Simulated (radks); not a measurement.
Question: Excited configurations of Cr I: one electron is placed in a higher orbital outside [Ar] 3d5. The ground configuration is [Ar] 3d5 4s1. Method: scalar-relativistic Kohn-Sham, PBE, spin-polarised, spherical densities, finite nucleus; open shells are filled with parallel spins first; Fermi nuclear charge, rms radius 3.6452 fm; computed with a radial shooting solver on a logarithmic mesh with Libxc functionals. Excitation = E - E(ground); binding = E(ion) - E, where the ion is the core of charge +1; n* = 1/sqrt(2 binding) in atomic units, and the quantum defect is n - n*.

outer orbital  excitation (eV)  binding (eV)     n*  quantum defect  eigenvalue (eV)  <r> (bohr)
4p                       3.338         4.057  1.831           2.169           -1.942       4.683
4d                       5.736         1.660  2.863           1.137           -0.797       10.06
4f                       6.430         0.966  3.753           0.247           -0.480       16.71
5p                       5.541         1.854  2.709           2.291           -1.099       11.14
5d                       6.343         1.053  3.595           1.405           -0.607       18.89
5f                       6.723         0.673  4.496           0.504           -0.405       28.32
6d                       6.682         0.714  4.365           1.635           -0.455       29.91
7s                       6.537         0.859  3.980           3.020           -0.571       26.88
7p                       6.682         0.713  4.368           2.632           -0.476       31.72

Estimate the row for 6s.

Answer: excitation (eV) 6.041; binding (eV) 1.354; n* 3.169; quantum defect 2.831; eigenvalue (eV) -0.860; <r> (bohr) 16.68. The Delta-SCF ionisation energy is 7.396 eV (NIST Atomic Spectra Database: 6.767 eV, measured). Self-interaction in the functional shifts the binding energies and quantum defects, so they are the method's values and not measured ones. Open shells are spherical and high-spin; term and fine-structure splittings are not resolved.
